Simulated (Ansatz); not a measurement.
CH4GeOSe (`O=C[Se][GeH3]`), relaxed with RKS PBE-D4/def2-SVP in the Gaussian-basis code of Ansatz from a rough embedded geometry. The force threshold is 0.03 eV/Å; the program also tests the step.

The species carries charge 0 and has multiplicity 1.

Start:

```xyz
8

O    -1.630   -0.419   -1.681
C    -1.283   -0.994   -0.641
Se    0.563   -1.499   -0.439
Ge    1.005    0.716    0.489
H    -1.983   -1.186    0.144
H     0.155    0.833    1.790
H     0.666    1.781   -0.517
H     2.507    0.767    0.856
```

```
        step   energy (eV)  largest force (eV/Å)  largest move (Å)
           1  -124977.4448                 3.314             0.000
2 (rejected)  -124977.2963                 3.702             0.192
           3  -124977.6112                 2.324             0.093
           4  -124977.6484                 1.059             0.100
           5  -124977.6966                 0.131             0.148
           6  -124977.7325                 0.392             0.200
7 (rejected)  -124977.7046                 1.982             0.192
           8  -124977.7619                 0.388             0.094
           9  -124977.8010                 0.406             0.098
          10  -124977.8605                 0.802             0.150
          11  -124977.9419                 1.136             0.195
          12  -124978.0438                 0.718             0.200
          13  -124978.1143                 0.137             0.200
          14  -124978.1363                 0.218             0.159
          15  -124978.1365                 0.225             0.004
          16  -124978.1381                 0.073             0.029
          17  -124978.1384                 0.011             0.005
```

End:

```xyz
8

O    -1.797    0.076   -0.589
C    -1.332   -1.041   -0.572
Se    0.478   -1.500   -0.029
Ge    1.034    0.782    0.441
H    -1.907   -1.959   -0.875
H     0.103    1.314    1.552
H     0.918    1.612   -0.857
H     2.503    0.716    0.929
```

Hardware: 4 threads of an Arm Neoverse V2 on a shared host. Wall time 23 s, peak host memory 0.17 GiB.
